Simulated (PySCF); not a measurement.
# Removing an electron from `C/N=C/c1ccccc1`

Compound: C₈H₉N.
Structure used (PBE0-D3(BJ)/def2-SVP), in Å, numbered top down from 1:
```
atom  x, y, z in Å
C1     3.4926   -0.0940   -0.3813
N2     2.1266    0.3307   -0.3937
C3     1.2133   -0.5395   -0.2711
C4    -0.2180   -0.2042   -0.2746
C5    -0.6447    1.1234   -0.4264
C6    -2.0008    1.4244   -0.4298
C7    -2.9481    0.4069   -0.2819
C8    -2.5320   -0.9145   -0.1300
C9    -1.1718   -1.2179   -0.1265
H10    3.9852    0.2153   -1.3182
H11    4.0336    0.4196    0.4308
H12    3.6265   -1.1879   -0.2575
H13    1.4511   -1.6187   -0.1534
H14    0.1167    1.8976   -0.5404
H15   -2.3282    2.4599   -0.5491
H16   -4.0139    0.6474   -0.2853
H17   -3.2695   -1.7119   -0.0136
H18   -0.8412   -2.2537   -0.0078
```

Level: CAM-B3LYP/def2-SVPD (PySCF). Frontier orbitals with their largest atomic shares (Löwdin; up to four atoms above 4 %):

| orbital | ε (eV) | main atoms |
| --- | --- | --- |
| HOMO−3 | -10.47 | C3 21 %, N2 20 %, C7 11 %, C1 10 % |
| HOMO−2 | -8.77 | N2 59 %, C3 12 %, C1 11 %, H13 6 % |
| HOMO−1 | -8.65 | C6 22 %, C9 21 %, C5 19 %, C8 18 % |
| HOMO | -8.15 | ? |
| LUMO | -0.27 | N2 19 %, C3 16 %, C7 13 %, C4 13 % |
| LUMO+1 | 0.75 | C6 20 %, C9 20 %, C8 16 %, C5 16 % |
| LUMO+2 | 1.52 | C3 13 %, C1 13 %, C9 11 %, H18 10 % |

Task: What vertical ionisation energy does ΔSCF give, and how far is −ε(HOMO) from it?

Result: ΔSCF: 8.75 eV (844 kJ/mol; threshold wavelength 142 nm); ⟨S²⟩ of the doublet left behind is 0.790, against 0.75 for a pure doublet. −ε(HOMO) is 8.15 eV, 0.60 eV below it. For the exact functional −ε(HOMO) would equal the first vertical ionisation energy; CAM-B3LYP (range-separated hybrid) falls short of its own ΔSCF value by 7 %. Holes in the HOMO−1 and HOMO−2 were tried too where these lie within 1.2 eV of the HOMO; the lowest converged state counts.

Task: On which atoms does the HOMO lie?

Result: C4 (substituted aromatic carbon) 18 %, C7 (aromatic CH carbon) 18 %, N2 (imine nitrogen) 15 %, C5 (aromatic CH carbon) 10 %, so no atom holds as much as 40 %. The HOMO−1 lies 0.50 eV lower.

Task: And the vertical electron affinity, the fundamental gap, Mulliken's electronegativity and the hardness (with the factor ½)?

Result: EA = -0.30 eV by ΔSCF (−ε(LUMO) = 0.27 eV); a negative value means that the added electron isn't bound at this geometry and level, and the number then depends on the basis. IE − EA = 9.05 eV against an orbital gap of 7.88 eV; (IE + EA)/2 = 4.22 eV; (IE − EA)/2 = 4.53 eV.

Task: The lowest singlet excitation (vertical TDDFT, same level) lies at 4.62 eV. How far is it below IE − EA?

Result: IE − EA = 9.05 eV, so by 4.43 eV.

Task: How many of the 10 lowest singlet excitations (vertical TDDFT, same level) lie below the ionisation energy?

Result: All 10; they run from 4.62 to 7.42 eV.

Task: With α = 106.7 au, estimate the like-pair dispersion coefficient by London's formula C6 = (3/4)α²I.

Result: I = 0.3215 Eh, so C6 ≈ 2740 au, a rough estimate.

The structure is a single PBE0-D3(BJ)/def2-SVP conformer in the gas phase; no vibrational or solvent corrections.
